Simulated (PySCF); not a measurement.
(S)-bromo-chloro-fluoromethane (CHBrClF), SMILES F[C@@H](Cl)Br.

Geometry: PBE0-D3(BJ)/def2-SVP.

Calculation: PBE0-D3(BJ)/def2-SVP run with PySCF.

Frequencies are harmonic and unscaled.

Task: List the normal modes with their intensities. (Estimate from the structure and the level; the computed values follow.)

Result: 
```tsv
mode	ν (cm⁻¹)	IR (km/mol)	Raman (Å⁴/amu)	depolarisation	moving atoms (share of kinetic energy)
1	226	0.1	4.9	0.52	Cl 55 %, Br 29 %, F 9 %
2	319	0.2	3.2	0.52	F 67 %, Br 22 %
3	435	1.3	4.2	0.29	F 47 %, Cl 33 %, C 16 %
4	669	63.7	10.4	0.16	C 77 %, H 12 %
5	794	194.1	3.7	0.63	C 75 %, Cl 16 %
6	1174	204.2	1.1	0.70	C 56 %, F 39 %
7	1218	67.7	4.3	0.64	H 89 %, C 9 %
8	1336	20.8	5.0	0.75	H 86 %, C 12 %
9	3168	3.2	84.2	0.24	H 92 %, C 8 %
```
